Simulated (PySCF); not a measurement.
Species: C3H8O2S2Si.
Z-matrix (Å and degrees, GFN2-xTB geometry), rows numbered from 1:
```
C 
O   1  1.4056
Si  2  1.6038  1  127.82
O   3  1.6243  2  108.00  1   -29.58
S   3  2.1362  2  109.47  1  -152.77
C   5  1.8237  3   94.16  2  -102.35
C   6  1.5120  5  110.91  3   -45.65
S   7  1.8257  6  111.25  5    61.07
H   1  1.0887  2  110.25  3    36.33
H   1  1.0907  2  109.67  3   -84.18
H   1  1.0889  2  107.51  3   156.31
H   4  0.9550  3  122.29  2  -176.15
H   6  1.0900  5  108.00  3    76.35
H   6  1.0894  5  106.49  3  -166.12
H   7  1.0895  6  110.61  5   179.27
H   7  1.0907  6  110.94  5   -59.27
```

Method used: PySCF 2.14.0, density-fitted response routines, TDDFT CAM-B3LYP/def2-SVPD, vertical, gas phase, core orbitals frozen in the response.

Frontier orbitals with the atoms that hold most of them (Löwdin shares over 4%, at most four atoms; ? is withheld):

```csv
orbital,ε (eV),atoms
HOMO-3,-10.37,"O2 36%, S5 20%, C1 12%, H10 6%"
HOMO-2,-9.37,"S8 33%, S5 25%, O2 14%, Si3 11%"
HOMO-1,-8.60,"S5 41%, S8 30%, C6 6%, Si3 6%"
HOMO,?,?
LUMO,0.60,?
LUMO+1,0.76,"S8 20%, S5 19%, Si3 14%, O4 14%"
LUMO+2,1.37,"S8 36%, S5 18%, O4 7%, C1 6%"
```

(1) Which atoms hold the LUMO, and with what shares?

(2) Give the leading atoms of the HOMO.

(3) What is the HOMO energy, and the HOMO–LUMO gap?

Results:

(1) S8 (bonded to C and Si) 24%; S5 (bonded to C and Si) 23%; Si3 (bonded to 2 O and 2 S) 13%; O4 (bonded to Si and H) 8%. By element: sulfur 47%, silicon 13%, oxygen 8% or more.

(2) S8 (bonded to C and Si) 42%; S5 (bonded to C and Si) 31%; C7 (bonded to C, S and 2 H) 7%; C6 (bonded to C, S and 2 H) 6%. By element: sulfur 73%, carbon 13% or more.

(3) ε(HOMO) = -8.15 eV; the gap is 8.75 eV (0.3214 hartree).

**Question.** How does S1 compare with the orbital gap of 8.75 eV?

**Answer.** S1 is at 5.33 eV (f = 0.0008), 3.41 eV below the gap, made of HOMO→LUMO (68%), HOMO→LUMO+1 (12%). Without the coupling terms of the response equations the lowest excitation would equal the gap.

Next come S2 at 5.69 eV (f 0.0012), HOMO-1→LUMO (62%), HOMO-1→LUMO+1 (9%); S3 at 6.19 eV (f 0.0053), HOMO→LUMO+1 (75%), HOMO→LUMO (12%); S4 at 6.58 eV (f 0.088), HOMO-1→LUMO+1 (68%), HOMO→LUMO+3 (13%); S5 at 6.77 eV (f 0.0074), HOMO-2→LUMO (68%).

One conformer stands for the species.
